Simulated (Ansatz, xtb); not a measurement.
# CH6AlFGe: where a starting geometry ends

The starting geometry of this gas-phase singlet was built from a drawn formula by distance geometry and a force field; its bonds are those of `[CH3][AlH][GeH2][F]`.

```json
{"atom": "C", "x (Å)": "0.3245", "y (Å)": "-1.2900", "z (Å)": "-0.1342"}
{"atom": "Al", "x (Å)": "-0.6711", "y (Å)": "0.1214", "z (Å)": "-1.1102"}
{"atom": "F", "x (Å)": "0.7772", "y (Å)": "2.5812", "z (Å)": "0.7271"}
{"atom": "Ge", "x (Å)": "-0.4102", "y (Å)": "2.4331", "z (Å)": "-0.5060"}
{"atom": "H", "x (Å)": "0.9969", "y (Å)": "-0.8212", "z (Å)": "0.5693"}
{"atom": "H", "x (Å)": "0.9884", "y (Å)": "-1.8266", "z (Å)": "-0.9018"}
{"atom": "H", "x (Å)": "-0.3647", "y (Å)": "-1.9716", "z (Å)": "0.3473"}
{"atom": "H", "x (Å)": "-1.7668", "y (Å)": "-0.2981", "z (Å)": "-2.2807"}
{"atom": "H", "x (Å)": "0.0614", "y (Å)": "3.2504", "z (Å)": "-1.7506"}
{"atom": "H", "x (Å)": "-1.7335", "y (Å)": "3.0299", "z (Å)": "-0.0457"}
```

Question: Predict what it relaxes into with r2SCAN-D4/def2-SVP.

Answer: It keeps its bonds, and is `[CH3][AlH][GeH2][F]`.

The energy falls by 0.24 eV over 12 steps:

| step | E − E(last) (eV) |
| --- | --- |
| 1 | 0.237 |
| 2 | 0.046 |
| 3 | 0.010 |
| 5 | 0.004 |
| 6 | 0.002 |
| 7 | 0.001 |
| 8 | 0.000 |
| 10 | 0.000 |
| 11 | 0.000 |
| 12 | 0.000 |

Final geometry (Å):

```xyz
10

C     0.3366   -1.2427   -0.1669
Al   -0.7511    0.0289   -1.1668
F     0.7476    2.4052    0.6888
Ge   -0.4698    2.4302   -0.5941
H     0.9713   -0.7394    0.5797
H     0.9946   -1.8230   -0.8383
H    -0.2911   -1.9832    0.3601
H    -1.7774   -0.4157   -2.3009
H     0.1165    3.3720   -1.6717
H    -1.6750    3.1763    0.0246
```

From the same start GFN2-xTB ends elsewhere, in pieces: CH4AlF + GeH2.

No frequencies were run, so the end isn't proven a minimum. Run with Ansatz 0.2.0, 26 s on 2 threads of Arm Neoverse V2 (shared host).
